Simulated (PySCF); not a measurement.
NMR data simulated for an unnamed compound:

$^{1}$H NMR (400 MHz, computed): δ 7.48 (m, 2H), 7.36 (m, 2H), 2.39 (s, 3H).

$^{13}$C{$^{1}$H} NMR (computed): δ 144.5 (C), 143.5 (C), 136.8 (CH), 135.7 (CH), 23.7 (CH3).

- σ from GIAO-B97-2/pcSseg-2
- structure optimised with PBE0-D3(BJ)/def2-TZVP
- code: PySCF
- one computed conformer, no relativistic terms, no solvent model, one averaged value for each set of equivalent atoms

Scale: $^{1}$H (31.64 ppm), $^{13}$C (185.38 ppm) against TMS (reference shieldings calculated alike).

Which of these does the molecule contain: a nitrile, a (CH3)2CH unit, an S-methyl group, a benzene ring?

Answers


- A nitrile: no.
- A (CH3)2CH unit: no.
- An S-methyl group: no.
- A benzene ring: yes.

The data belong to `Cc1ccc(Cl)cc1`, C$_{7}$H$_{7}$Cl; they needn't prove each group on their own.

Carbon signals by region: 4 in the sp2 and nitrile region (100–160 ppm), 1 below 50 ppm.

Carbons that carry Cl, above all several Cl atoms, come out too deshielded, partly because spin–orbit coupling is missing. Shifts are as computed. Against solution values, carbons near 30 ppm lie about +3 ppm off and those near 130 ppm about +7 ppm; carbons on Cl a further +5 ppm. Of 1211 compounds with measured shifts, 218 miss one by over three times the rms of a fit or turn the order of signals round; such compounds aren't used in these exercises. Multiplicities follow the n + 1 count of equivalent neighbours, as no J values were calculated; m marks all less simple cases, F and P coupling included.
